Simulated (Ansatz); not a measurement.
Calculated with Ansatz (gas phase, PBE0-D4/def2-TZVP geometries, no zero-point term in ΔE). CCSD(T)/CBS adds triple-zeta CCSD(T) − MP2 to the extrapolated MP2 energy (def2 sets, frozen cores). Functionals use def2-TZVPP. Each species was taken in one conformer, which may not be the lowest.

Consider the substitution at a C–C bond: `Cc1ccccc1` + `O[SiH](F)S[SiH2]Cl` → `CO[SiH](F)S[SiH2]Cl` + `c1ccccc1`.

| species | PBE energy (Eh) |
| --- | --- |
| `Cc1ccccc1` | -271.29554 |
| `O[SiH](F)S[SiH2]Cl` | -1614.37166 |
| `CO[SiH](F)S[SiH2]Cl` | -1653.62226 |
| `c1ccccc1` | -232.02088 |

Problem. Work out ΔE.

Solution. ΔE = (-1653.62226) + (-232.02088) − (-271.29554) − (-1614.37166) = 0.02406 Eh = +63.2 kJ/mol. CCSD(T)/CBS gives +65.6 kJ/mol.

Largest T1 diagnostic among the species: 0.011.

In def2-TZVPP, CCSD(T) changes the Hartree–Fock value by +14.0 kJ/mol (the triples alone add +1.6 kJ/mol) and MP2 by +21.6 kJ/mol.
